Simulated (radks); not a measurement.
Spherical quantum dot in the effective-mass picture: electrons in a parabolic well V = omega^2 r^2 / 2 with omega = 0.201, all in effective atomic units (hartree* = m*/eps^2 hartree, bohr* = eps/m* bohr), one dielectric constant everywhere. Calculated with a radial shooting solver with Libxc functionals: non-relativistic Kohn-Sham, PBE, spin-polarised, spherical densities. Levels are named by radial order and angular momentum (1s, 1p, 1d, 2s, ...), and open shells are averaged over m. Results are scaled to m* = 0.041 and eps = 10.8, for which hartree* = 9.565 meV and bohr* = 13.94 nm. Each electron was tried in the lowest free levels, single moves between levels near the top were tried too, and the lowest total energy was kept; such a search can miss a lower state. The series stops at N = 7: beyond it a trial failed or the search could not be trusted, so later rows were left out. At N = 1 the Hartree and exchange-correlation terms need not cancel, so that row can carry a self-interaction error.

N	open shells	2S	mu = E(N) - E(N-1) (meV)	addition energy mu(N+1) - mu(N) (meV)	e(HOMO) (meV)	rms radius (nm)
1	1s(up 1, down 0)	1	2.8772	2.910	4.0790	38.24
2	none	0	5.7870	3.398	6.8314	43.28
3	1p(up 1, down 0)	1	9.1851	1.799	10.080	49.70
4	1p(up 2, down 0)	2	10.984	1.781	11.882	53.85
5	1p(up 3, down 0)	3	12.765	2.153	13.637	57.13
6	1p(up 3, down 1)	2	14.918	1.537	15.681	60.18
7	1p(up 3, down 2)	1	16.455	-	17.228	62.82

All shells are closed at N = 2 (there: 1s2); the second difference of the energy has clear peaks (12 % above both neighbours; the first and last values, which can be the largest, are not judged, and half-filled shells can peak too) at N = 2, 5.
